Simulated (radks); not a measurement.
Values are calculated unless marked as measured or tabulated.
Task: The mean radii <r> (bohr) of the occupied orbitals of an atom or ion are listed with their occupations. Level of theory: scalar-relativistic Kohn-Sham, r2SCAN, spin-polarised, spherical densities, finite nucleus; meta-GGA in the generalised Kohn-Sham scheme; Fermi nuclear charge, rms radius of each element as measured or else 0.836 A^(1/3) + 0.57 fm (a radial shooting solver on a logarithmic mesh with Libxc functionals).

| orbital | occ. | <r> |
|---|---|---|
| 1s up | 1 | 0.03040 |
| 1s down | 1 | 0.03040 |
| 2s down | 1 | 0.1316 |
| 2s up | 1 | 0.1316 |
| 2p down | 3 | 0.1149 |
| 2p up | 3 | 0.1149 |
| 3s up | 1 | 0.3575 |
| 3s down | 1 | 0.3575 |
| 3p up | 3 | 0.3565 |
| 3p down | 3 | 0.3565 |
| 3d up | 5 | 0.3347 |
| 3d down | 5 | 0.3347 |
| 4s up | 1 | 0.8824 |
| 4s down | 1 | 0.8822 |
| 4p up | 3 | 0.9633 |
| 4p down | 3 | 0.9620 |
| 4d up | 5 | 1.277 |
| 4d down | 5 | 1.257 |
| 5s up | 1 | 2.635 |

Name the element and its charge. Open shells, if any, are filled with parallel spins first.

Result: Z = 48, cadmium, charge +1: Cd+ in [Kr] 4d10 5s1. The 1s radius gives Z: for a bare nucleus <r> = (2 gamma + 1)/(2Z) with gamma = sqrt(1 - (Z/c)^2), 0.02993 bohr for Z = 48, and screening makes it slightly larger (0.03040 here). The occupations add up to 47, and the charge is Z minus that.
